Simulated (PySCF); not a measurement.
# The electron affinity along the 3d series

All values are computed (PySCF 2.14, energy differences of UHF-based or UKS calculations, no spin-orbit coupling). Values in eV. The last column holds reference values (measured affinities from photodetachment; the arrow runs from anion to atom). Unmarked ones compare directly (S terms, centres of terms, or small fine structure); those marked * lie between the lowest fine-structure levels and include a spin-orbit shift.

```tsv
element	configurations	LDA	PBE	r2SCAN	SCS-MP2 (valence)	MP2 (all electrons)	SCS-MP2 (all electrons)	reference
Ti (aug-cc-pwCVTZ, non-relativistic)	[Ar] 3d3 4s2 → [Ar] 3d2 4s2	1.107	0.903	0.953	-1.087	-0.184	-0.661	0.076 *
V (aug-cc-pwCVTZ, non-relativistic)	[Ar] 3d4 4s2 → [Ar] 3d3 4s2	1.709	1.366	1.144	-0.761	0.506	-0.204	0.528 *
Cr (aug-cc-pwCVTZ, non-relativistic)	[Ar] 3d5 4s2 → [Ar] 3d5 4s1	0.668	0.422	0.314	0.230	0.143	0.222	0.676
Fe (aug-cc-pwCVTZ, non-relativistic)	[Ar] 3d7 4s2 → [Ar] 3d6 4s2	1.265	1.133	n/a	0.011	0.357	0.244	0.153 *
Co (aug-cc-pwCVTZ, non-relativistic)	[Ar] 3d8 4s2 → [Ar] 3d7 4s2	1.973	1.645	1.274	0.628	1.283	0.995	0.662 *
Ni (aug-cc-pwCVTZ, non-relativistic)	[Ar] 3d9 4s2 → [Ar] 3d8 4s2	2.634	2.087	1.300	1.268	2.211	1.741	1.157 *
Cu (aug-cc-pwCVTZ-PP with ECP10MDF, ECP)	[Ar] 3d10 4s2 → [Ar] 3d10 4s1	1.586	1.357	1.248	0.913	n/a	n/a	1.236
```

The highest occupied level of the anion is positive for Ti⁻ at LDA, PBE, r2SCAN; V⁻ at LDA, PBE, r2SCAN; Cr⁻ at LDA, PBE, r2SCAN; Fe⁻ at LDA, PBE, r2SCAN; Co⁻ at LDA, PBE, r2SCAN; Ni⁻ at LDA, PBE, r2SCAN; Cu⁻ at LDA, PBE, r2SCAN, so there the basis helps to hold the electron.

"Valence" correlates the outer s and p shells and, in groups 3 to 12 and the f block, the outer d or f shell, open or full, or the next shell where the ion has no valence electron left; the wider scheme adds the next inner shell.
